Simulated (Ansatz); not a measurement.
Consider the ligand exchange at a B–C bond: `[SiH3]CBC=S` + H₂S → `S=CBS` + `C[SiH3]`.

Computed with Ansatz on PBE0-D4/def2-TZVP structures; ΔE is electronic, products minus reactants. CCSD(T)/CBS is the MP2 limit (def2-TZVPP, def2-QZVPP) plus CCSD(T) − MP2 in def2-TZVPP, frozen cores. This one scheme is used for every species. One conformer a species, not always the lowest.

```json
{"species": "`[SiH3]CBC=S`", "HF/def2-TZVPP energy (Eh)": "-790.98682"}
{"species": "H₂S", "HF/def2-TZVPP energy (Eh)": "-398.70765"}
{"species": "`S=CBS`", "HF/def2-TZVPP energy (Eh)": "-859.40026"}
{"species": "`C[SiH3]`", "HF/def2-TZVPP energy (Eh)": "-330.32143"}
```

Q: Work out ΔE.

A: ΔE = (-859.40026) + (-330.32143) − (-790.98682) − (-398.70765) = -0.02722 Eh = -71.5 kJ/mol. CCSD(T)/CBS gives -71.8 kJ/mol.

Largest T1 diagnostic among the species: 0.017.

The D4 term adds +5.9 kJ/mol with B3LYP and +3.7 kJ/mol with PBE0; it sums over pairs of atoms, weighted by their polarisabilities, and B3LYP, whose exchange is more repulsive, gets the larger term.

B3LYP here is the variant with VWN-RPA as its local correlation; programs differ in this.
